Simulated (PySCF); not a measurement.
Precursor series Zn Cl-CH3. Isolated molecules, 0 K electronic values unless said otherwise. One relaxed conformer stands for each flexible species; it need not be the lowest.

Method: PBE-D3(BJ)/def2-TZVP // TPSS-D3(BJ)/def2-SVP (PySCF 2.14.0). All candidates: neutral, multiplicity 1. 

```
Item              Value
-------------  --------
HOMO           -7.26 eV
HOMO–LUMO gap   5.88 eV
LUMO           -1.38 eV
```

Q: Identify which member has these values.
A. [Zn(Cl)2]
B. [Zn(CH3)2]
C. [Zn(Cl)(CH3)]

A: C, [Zn(Cl)(CH3)]. The others give [Zn(Cl)2]: -7.74 eV, 5.04 eV, -2.71 eV; [Zn(CH3)2]: -6.03 eV, 5.48 eV, -0.55 eV
